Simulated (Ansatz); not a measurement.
Reaction (ligand exchange at the Sb–C bond): `O[SiH2][CH2][SbH2]` + `[OH][GaH2]` → `[GaH2][O][SbH2]` + `C[SiH2]O`

Calculated with Ansatz (gas phase, PBE0-D4/def2-TZVP geometries, no zero-point term in ΔE). CCSD(T)/CBS is the MP2 limit (def2-TZVPP, def2-QZVPP) plus CCSD(T) − MP2 in def2-TZVPP, frozen cores. This one scheme is used for every species. DFT in def2-TZVPP. def2 core potentials past Kr. For Ga, Sb outer-core shells are correlated without core-valence functions, which leaves a few kJ/mol of doubt a bond. Scalar relativity is left out up to krypton. One conformer a species, not always the lowest.

`O[SiH2][CH2][SbH2]`:

```xyz
11

O     1.466    1.227    0.429
Si   -0.158    1.193    0.116
C    -0.435   -0.345   -0.872
Sb    0.706   -2.009   -0.051
H     1.813    1.943    0.961
H    -0.941    1.137    1.382
H    -0.562    2.426   -0.620
H    -1.492   -0.615   -0.875
H    -0.107   -0.214   -1.906
H    -0.608   -3.108   -0.136
H     0.318   -1.635    1.573
```

`[OH][GaH2]`:

Z-matrix (Å, degrees):
```
Ga
O 1 1.788
H 1 1.565 2 117.5
H 1 1.556 2 113.8 3 180.0
H 2 0.959 1 114.1 3 0.0
```

`[GaH2][O][SbH2]`:

Z-matrix (Å, degrees):
```
Ga
O 1 1.785
H 1 1.559 2 114.3
H 1 1.565 2 116.7 3 179.4
Sb 2 1.955 1 130.9 3 177.5
H 5 1.725 2 97.2 1 18.9
H 5 1.723 2 96.6 1 -71.5
```

`C[SiH2]O`:

```xyz
9

C     0.248    1.146   -0.039
Si   -0.329   -0.577    0.372
O    -0.339   -1.574   -0.945
H     0.196    1.783    0.849
H    -0.376    1.593   -0.816
H     1.284    1.148   -0.388
H    -1.735   -0.557    0.847
H     0.546   -1.138    1.442
H     0.505   -1.823   -1.322
```

```json
{"species": "`O[SiH2][CH2][SbH2]`", "PBE-QIDH energy (Eh)": "-646.83520"}
{"species": "`[OH][GaH2]`", "PBE-QIDH energy (Eh)": "-2001.24554"}
{"species": "`[GaH2][O][SbH2]`", "PBE-QIDH energy (Eh)": "-2241.89493"}
{"species": "`C[SiH2]O`", "PBE-QIDH energy (Eh)": "-406.19089"}
```

**Question.** Work out ΔE.

**Answer.** ΔE = (-2241.89493) + (-406.19089) − (-646.83520) − (-2001.24554) = -0.00508 Eh = -13.3 kJ/mol. CCSD(T)/CBS gives -15.7 kJ/mol.

Largest T1 diagnostic among the species: 0.016.

From BLYP to BHLYP (50 % exact exchange), in def2-TZVPP and without D4, ΔE moves by +5.1 kJ/mol. Leaving LDA and LC-ωPBE aside and taking each functional with its dispersion term where it has one, the values, not all of them listed here, spread over 18.0 kJ/mol, from B97M-V to HSE06-D4. LDA lies +9.7 kJ/mol from PBE without D4. The D4 term adds +5.5 kJ/mol with B3LYP and +3.0 kJ/mol with PBE0; it sums over pairs of atoms, weighted by their polarisabilities, and B3LYP, whose exchange is more repulsive, gets the larger term.

B3LYP here is the variant with VWN-RPA as its local correlation; programs differ in this.
